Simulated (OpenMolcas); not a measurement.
**Cl IV: effect of correlating more closed shells**

| Quantity | Value |
| --- | --- |
| Program | OpenMolcas 26.06 |
| Basis | ANO-RCC-VTZP [5s4p2d1f] |
| Scalar Hamiltonian | DKH2, point nucleus |
| Active space | 2 electrons in 3 orbitals (3p) |
| State averaging | 2S+1 = 3 even, 3 roots; 2S+1 = 1 even, 6 roots |
| Spin-orbit coupling | state interaction with AMFI integrals over the reference wave functions, term energies averaged over their components |

Methods on the same reference wave functions:
A. CASSCF
B. SS-CASPT2, IPEA 0.25 Eh, imaginary shift 0.1 Eh (closed shells correlated: 3s)
C. SS-CASPT2, IPEA 0.25 Eh, imaginary shift 0.1 Eh (closed shells correlated: 2s 2p 3s)

Energies in cm⁻¹ above 3s² 3p² ³P₀, the measured ground level; measured values from Moore, Atomic Energy Levels, vol. I, NSRDS-NBS 35 (1971 reprint of NBS Circular 467, 1949).

```
      Level      A      B      C  Measured
3s² 3p² ³P₀    0.0    0.0    0.0       0.0
3s² 3p² ³P₁    454    461    461       491
3s² 3p² ³P₂   1271   1274   1274      1341
3s² 3p² ¹D₂  16816  13960  13890     13766
3s² 3p² ¹S₀  40545  33430  33280     32550
```

Deviations, from unrounded energies. A percentage is the sum of absolute deviations over the sum of measured energies, with the sign that they share, or ± where signs differ.

```tsv
Against measurement	Levels	A	B	C
mean absolute deviation (cm-1)	4	2800	290	240
fine structure of the ground term (%)	2	-5.8	-5.3	-5.3
other terms of the ground configuration (%)	2	+23.8	+2.3	+1.9
```

C lies closest to measurement on these levels and A furthest from it. The largest miss of C in the table is 3s² 3p² ¹S₀, by +730 cm-1. The ranking rests on the paired levels alone, and a cruder setting can come out closer through cancelling errors.

Between B and C the level of the table that moves most is 3s² 3p² ¹S₀, by 150 cm-1 (lowest in C, highest in B). Moves below CASPT2's spread within the term are not significant.

The mean deviations of B to C differ by less than CASPT2's widest spread within a term (75 cm-1), so their order carries little weight.

From A to B the spin-free energies of the other terms of 3s² 3p² shown, above ³P, scale by a factor of 0.82.

The lowest spin-free term lies below A's lowest term by 0.079 hartree in B, 0.099 hartree in C.

What an inner shell adds also hangs on whether the basis holds functions to correlate it.

Term energies are means over components that CASPT2 splits; among the terms shown or strongly mixed into the levels shown the widest spread is 75 cm-1 (3s² 3p² ¹D, C). With the s shell closed, the reference lacks s² → p² mixing. Computed and measured levels are paired by configuration, term and J; levels that our copy of the source lacks, or whose pairing is in doubt (as where it misses far off the trend of its configuration), stay unpaired and out of the deviations. Levels of configurations outside the active space are missing.
